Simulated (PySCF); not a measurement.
BH₅O₃Si, SMILES OB(O)O[SiH3].

Coordinates come from a PBE0-D3(BJ)/def2-SVP optimisation. The values are those of a single conformer.

Two levels are set side by side: PBE/def2-TZVP (PySCF) and r2SCAN/def2-TZVP (PySCF). Same geometry, gas phase. Differences are taken from unrounded values.

| quantity | r2SCAN | PBE | PBE minus r2SCAN |
|---|---|---|---|
| orbital gap (eV) | 7.41 | 6.41 | -1.00 |
| highest occupied level (eV) | -7.70 | -7.33 | 0.36 |
| lowest empty level (eV) | -0.29 | -0.92 | -0.64 |
| dipole moment (D) | 2.99 | 2.93 | -0.06 |
| mean polarisability (bohr³) | 49.4 | 51.4 | 2.0 |

Rough cost on one machine, each run with all the roots and properties that it gave: r2SCAN against PBE about 4 times.
